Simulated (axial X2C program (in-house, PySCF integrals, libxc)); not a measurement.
Worked dissociation energy of LiHg: r2SCAN, 2c

Calculated with an in-house relativistic program for diatomic molecules. Two-component (2c) means X2C with spin–orbit coupling and atomic mean-field two-electron Coulomb and Gaunt terms. Basis: Hg dyall-cv3z [13s14p9d6f4g], Li dyall-cv3z [7s8p2d] (cores contracted in-house); Gaussian nuclei, density fitting, unrestricted open shells. Masses: Hg 201.971 u, Li 7.016 u.

Molecular state: Ω = 1/2 (⟨Sz⟩ = 0.49, ⟨Lz⟩ = 0.01 at r2SCAN).

```
E(Hg) (2M_J = 0) : -19629.527134 hartree
E(Li) (2M_J = 1) : -7.480210 hartree
E(LiHg) at Re    : -19637.016504 hartree
ωe               : 175.0 cm⁻¹
ωexe             : 3.08 cm⁻¹
```

Question: Work out De and D0.

Answer: De = -19629.527134 + (-7.480210) − (-19637.016504) = 0.00916 hartree = 0.249 eV. The zero-point energy is ωe/2 − ωexe/4 = 87 cm⁻¹ = 0.011 eV, so D0 = 0.238 eV.

The state is a single determinant with fixed occupations, the lowest that a limited PBE0 search found. De is counted from the lowest determinant-based energies of the atoms at the same level, without counterpoise correction. Density functionals use the spin component along the axis (collinear).

Each atomic determinant is the lowest at this level and need not be a pure J level. Totals compare only within one Hamiltonian and basis.
